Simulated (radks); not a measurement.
All-electron atom: Nd41+ in [Ar] 3d1. All-electron calculation, non-relativistic Kohn-Sham, TPSS, spin-polarised, spherical densities, point nucleus; open shells are filled with parallel spins first (spin-orbit coupling, left out, can overturn this in heavy ions); meta-GGA in the generalised Kohn-Sham scheme; relativity is left out, which matters for an element this heavy. Program: a radial shooting solver on a logarithmic mesh with Libxc functionals.

Normalised radial functions P(r) = r R(r), r in bohr:

r,2p down,3p down,3d up
0.001037,0.0052,0.0028,0.0000
0.001298,0.0081,0.0043,0.0000
0.001611,0.0124,0.0065,0.0000
0.002015,0.0192,0.0101,0.0001
0.002501,0.0291,0.0153,0.0001
0.003104,0.0440,0.0232,0.0003
0.003883,0.0673,0.0354,0.0005
0.004819,0.1008,0.0531,0.0010
0.006029,0.1521,0.0801,0.0018
0.007483,0.2245,0.1180,0.0034
0.009287,0.3277,0.1721,0.0063
0.01162,0.4788,0.2510,0.0118
0.01442,0.6790,0.3548,0.0214
0.01804,0.9555,0.4966,0.0391
0.02239,1.2960,0.6679,0.0687
0.02779,1.7062,0.8673,0.1185
0.03477,2.1829,1.0834,0.2035
0.04315,2.6443,1.2610,0.3329
0.05398,3.0419,1.3461,0.5343
0.067,3.2470,1.2493,0.8070
0.08315,3.1856,0.8991,1.1562
0.104,2.8003,0.2359,1.5703
0.1291,2.1725,-0.6231,1.9505
0.1615,1.4151,-1.5288,2.2121
0.2005,0.7698,-2.1266,2.2213
0.2488,0.3308,-2.2198,1.9344
0.3113,0.1013,-1.7814,1.3944
0.3863,0.0223,-1.0990,0.8156
0.4833,0.0029,-0.4832,0.3524
0.5998,0.0002,-0.1512,0.1118
0.7444,0.0000,-0.0303,0.0234

2p down: eigenvalue -8416.9 eV, 0 radial nodes, <r> = 0.0908 bohr, 90 % of the charge inside 0.147 bohr. 3p down: eigenvalue -3200.4 eV, 1 radial node at r = 0.111 bohr, <r> = 0.248 bohr, 90 % of the charge inside 0.366 bohr. 3d up: eigenvalue -3006.7 eV, 0 radial nodes, <r> = 0.215 bohr, 90 % of the charge inside 0.328 bohr.
